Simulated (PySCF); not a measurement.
## Calculated data, BGeH$_{4}$O, BClGeH$_{3}$O

All values are calculated (PySCF 2.14.0). Calculation on a computer-drawn molecule: optimised geometry and harmonic frequencies of an isolated molecule of the commonest isotopes, restricted reference for singlets and unrestricted otherwise, frozen core in MP2; on germanium a core potential holds 10 electrons, which the energies leave out, and 3d is frozen in MP2 and coupled-cluster steps.

(1) BGeH$_{4}$O

Start structure:
```xyz
7
BGeH4O
B     -0.2115    -0.4687    -1.8143
O     -0.2338    -0.4356    -0.5253
Ge     0.8093    -0.0178     1.0815
H      0.6185     0.1176    -2.4106
H     -1.0560    -1.0070    -2.3438
H     -0.5953     0.8095     1.8169
H      1.2631     1.5701     0.5452
```

It was run with charge -1, multiplicity 1, method HF, basis aug-cc-pVDZ and basis and core potential on germanium aug-cc-pVDZ-PP ECP10MDF.

The calculation gives: rotational constants 42.58, 3.773, 3.603 GHz; total energy -395.3151 hartree; convergence status largest gradient component 2.228e-05 hartree/bohr.

Drawn bonds:
| atom | other atom | order |
| --- | --- | --- |
| 1 | 2 | 1 |
| 2 | 3 | 1 |
| 1 | 4 | 1 |
| 1 | 5 | 1 |
| 3 | 6 | 1 |
| 3 | 7 | 1 |

Optimised structure:
```xyz
7
BGeH4O
B     -0.2319    -0.4843    -1.7936
O     -0.3562     0.2100    -0.6940
Ge     0.9301     0.3793     0.7614
H      0.7598    -1.1483    -2.0614
H     -1.1382    -0.4927    -2.6223
H     -0.1652     0.1234     1.9124
H      0.7959     1.9808     0.8472
```

Modes:
| frequency (cm⁻¹) | reduced mass (dalton) |
| --- | --- |
| 32.69 | 1.331 |
| 224.4 | 3.224 |
| 274.2 | 1.178 |
| 436.1 | 7.472 |
| 721.5 | 1.064 |
| 762.3 | 1.064 |
| 963.7 | 1.026 |
| 1069 | 1.424 |
| 1123 | 1.391 |
| 1284 | 1.179 |
| 1511 | 5.18 |
| 1805 | 1.023 |
| 1827 | 1.02 |
| 2443 | 1.097 |
| 2484 | 1.069 |

(2) BGeH$_{4}$O

Start structure:
```xyz
7
BGeH4O
B     -0.2319    -0.4843    -1.7936
O     -0.3562     0.2100    -0.6940
Ge     0.9301     0.3793     0.7614
H      0.7598    -1.1483    -2.0614
H     -1.1382    -0.4927    -2.6223
H     -0.1652     0.1234     1.9124
H      0.7959     1.9808     0.8472
```

Here we set charge -1, multiplicity 1, method MP2, basis aug-cc-pVDZ and basis and core potential on germanium aug-cc-pVDZ-PP ECP10MDF.

Results for BGeH$_{4}$O: rotational constants 38.46, 3.725, 3.526 GHz; total energy -395.7215 hartree; convergence status largest gradient component 2.618e-05 hartree/bohr.

Drawn bonds:
| atom | other atom | order |
| --- | --- | --- |
| 1 | 2 | 1 |
| 2 | 3 | 1 |
| 1 | 4 | 1 |
| 1 | 5 | 1 |
| 3 | 6 | 1 |
| 3 | 7 | 1 |

Optimised structure:
```xyz
7
BGeH4O
B     -0.2417    -0.4867    -1.8065
O     -0.4270     0.2427    -0.7003
Ge     0.9496     0.3637     0.7509
H      0.7781    -1.1347    -2.0190
H     -1.1306    -0.5148    -2.6563
H     -0.1431     0.1275     1.9189
H      0.8090     1.9706     0.8620
```

Modes:
| frequency (cm⁻¹) | reduced mass (dalton) |
| --- | --- |
| 44.73 | 1.329 |
| 221.1 | 3.225 |
| 311 | 1.124 |
| 417.3 | 7.598 |
| 667.4 | 1.067 |
| 694.2 | 1.063 |
| 907.7 | 1.025 |
| 996.8 | 1.408 |
| 1038 | 1.378 |
| 1207 | 1.215 |
| 1396 | 4.595 |
| 1789 | 1.022 |
| 1796 | 1.019 |
| 2431 | 1.061 |
| 2460 | 1.11 |

(3) BClGeH$_{3}$O

Start structure:
```xyz
7
BClGeH3O
B      0.0162     0.0859    -0.4752
O     -1.0159     0.4616     0.2868
Ge    -2.4745     0.1397     1.3089
Cl    -1.6322     0.7110     3.2177
H      0.2794    -1.0194    -0.6550
H      0.6804     1.0276    -0.8654
H     -3.2355     1.4955     0.7703
```

It was run with charge 0, multiplicity 2, method HF, basis cc-pV(D+d)Z and basis and core potential on germanium cc-pVDZ-PP ECP10MDF.

The calculation gives: rotational constants 6.031, 2.539, 1.87 GHz; total energy -854.2483 hartree; spin squared 0.7574; convergence status largest gradient component 1.341e-05 hartree/bohr.

Drawn bonds:
| atom | other atom | order |
| --- | --- | --- |
| 1 | 2 | 1 |
| 2 | 3 | 1 |
| 3 | 4 | 1 |
| 1 | 5 | 1 |
| 1 | 6 | 1 |
| 3 | 7 | 1 |

Optimised structure:
```xyz
7
BClGeH3O
B      0.0260     0.1838    -0.4104
O     -1.1091     0.8230    -0.0514
Ge    -2.3896     0.3295     1.0893
Cl    -1.5178     0.2956     3.0777
H      0.2819    -0.9131     0.0204
H      0.7659     0.7361    -1.1788
H     -3.4394     1.4469     1.0413
```

Modes:
| frequency (cm⁻¹) | reduced mass (dalton) |
| --- | --- |
| 54.94 | 3.096 |
| 156.7 | 2.852 |
| 222.5 | 2.596 |
| 296 | 1.823 |
| 422.7 | 33.6 |
| 630 | 6.718 |
| 670.8 | 1.092 |
| 736.2 | 1.05 |
| 1082 | 1.415 |
| 1142 | 1.367 |
| 1267 | 1.802 |
| 1411 | 2.109 |
| 2174 | 1.021 |
| 2647 | 1.053 |
| 2727 | 1.125 |

(4) BClGeH$_{3}$O

Start structure:
```xyz
7
BClGeH3O
B      0.0260     0.1838    -0.4104
O     -1.1091     0.8230    -0.0514
Ge    -2.3896     0.3295     1.0893
Cl    -1.5178     0.2956     3.0777
H      0.2819    -0.9131     0.0204
H      0.7659     0.7361    -1.1788
H     -3.4394     1.4469     1.0413
```

Settings of this run: charge 0, multiplicity 2, method MP2, basis cc-pV(D+d)Z and basis and core potential on germanium cc-pVDZ-PP ECP10MDF.

It finds rotational constants 5.888, 2.559, 1.876 GHz; total energy -854.7301 hartree; spin squared 0.7581; convergence status largest gradient component 8.284e-06 hartree/bohr.

Drawn bonds:
| atom | other atom | order |
| --- | --- | --- |
| 1 | 2 | 1 |
| 2 | 3 | 1 |
| 3 | 4 | 1 |
| 1 | 5 | 1 |
| 1 | 6 | 1 |
| 3 | 7 | 1 |

Optimised structure:
```xyz
7
BClGeH3O
B      0.0208     0.1936    -0.4004
O     -1.1209     0.8944    -0.1185
Ge    -2.3846     0.3167     1.0751
Cl    -1.4744     0.2511     3.0421
H      0.2404    -0.8829     0.1111
H      0.7886     0.6947    -1.1863
H     -3.4520     1.4341     1.0650
```

Modes:
| frequency (cm⁻¹) | reduced mass (dalton) |
| --- | --- |
| 53.04 | 3.358 |
| 148.6 | 3.696 |
| 223.6 | 3.059 |
| 316.6 | 1.41 |
| 424.9 | 30.49 |
| 593.2 | 7.319 |
| 629.4 | 1.093 |
| 693.3 | 1.048 |
| 1032 | 1.403 |
| 1086 | 1.358 |
| 1204 | 1.821 |
| 1352 | 2.06 |
| 2114 | 1.021 |
| 2597 | 1.051 |
| 2692 | 1.129 |
